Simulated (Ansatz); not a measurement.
Born–Oppenheimer molecular dynamics of a periodic cell of 16 atoms, Fe (start crystal Fe, volume 1 times the crystal's). It starts from a structure without forces on its atoms.

All numbers below come from DFT PBE, scalar-relativistic, plane waves, PAW in Ansatz 0.2.0. Settings: cutoff 420 eV, k mesh 2x2x2, fermi-dirac smearing 0.1 eV, spin collinear.

```
ensemble                      : NVE (velocity Verlet)
time step                     : 2 fs
steps asked                   : 300
starting velocities drawn for : 1200 K
seed                          : 3
```

First frame:

```xyz
16
Lattice="5.6600 0.0000 0.0000 0.0000 5.6600 0.0000 0.0000 0.0000 5.6600" Properties=species:S:1:pos:R:3
Fe 0.000 0.000 0.000
Fe 1.415 1.415 1.415
Fe 0.000 0.000 2.830
Fe 1.415 1.415 4.245
Fe 0.000 2.830 0.000
Fe 1.415 4.245 1.415
Fe 0.000 2.830 2.830
Fe 1.415 4.245 4.245
Fe 2.830 0.000 0.000
Fe 4.245 1.415 1.415
Fe 2.830 0.000 2.830
Fe 4.245 1.415 4.245
Fe 2.830 2.830 0.000
Fe 4.245 4.245 1.415
Fe 2.830 2.830 2.830
Fe 4.245 4.245 4.245
```

(1) What does the run give?

(2) What happens to the structure?

(3) How do temperature and energy run in time?

Results:

(1) All steps were run.

```yaml
steps_done: 300
time_covered: 600 fs
mean_temperature_over_the_second_half: 592 K
spread_of_the_potential_energy_over_the_second_half: 22.5 meV per atom
mean_potential_energy_of_the_second_half_above_the_start: 73.7 meV per atom
```

The conserved energy stayed within 0.25 meV per atom of its start (net change 0.042 meV per atom), so the integration is sound. The temperature averaged 0.49 of the 1200 K drawn at the start: a run that starts near a minimum puts about half its kinetic energy into the potential. A run of 0.6 ps of so small a system gives no equilibrium averages. Limits of this set-up: coarse k mesh.

(2) Mean squared displacements from the first frame to the last, about the centre of mass: Fe 0.01 Å². The details hang on the random start.

(3) 
| time (fs) | T (K) | potential energy less start (eV) | conserved less start (meV/atom) |
| --- | --- | --- | --- |
| 0.0 | 1200 | 0.000 | 0.00 |
| 30.0 | 178 | 1.986 | 0.25 |
| 60.0 | 636 | 1.094 | 0.10 |
| 90.0 | 753 | 0.868 | 0.13 |
| 120.0 | 544 | 1.275 | 0.14 |
| 150.0 | 495 | 1.369 | 0.14 |
| 180.0 | 688 | 0.994 | 0.12 |
| 210.0 | 650 | 1.068 | 0.11 |
| 240.0 | 457 | 1.444 | 0.15 |
| 270.0 | 783 | 0.810 | 0.08 |
| 300.0 | 373 | 1.606 | 0.19 |
| 330.0 | 800 | 0.776 | 0.07 |
| 360.0 | 536 | 1.289 | 0.13 |
| 390.0 | 427 | 1.501 | 0.15 |
| 420.0 | 910 | 0.562 | 0.05 |
| 450.0 | 393 | 1.567 | 0.17 |
| 480.0 | 599 | 1.166 | 0.08 |
| 510.0 | 649 | 1.070 | 0.14 |
| 540.0 | 740 | 0.893 | 0.06 |
| 570.0 | 240 | 1.864 | 0.19 |
| 600.0 | 923 | 0.538 | 0.04 |

Time of the run: 33 min on 8 CPU threads of a shared host.
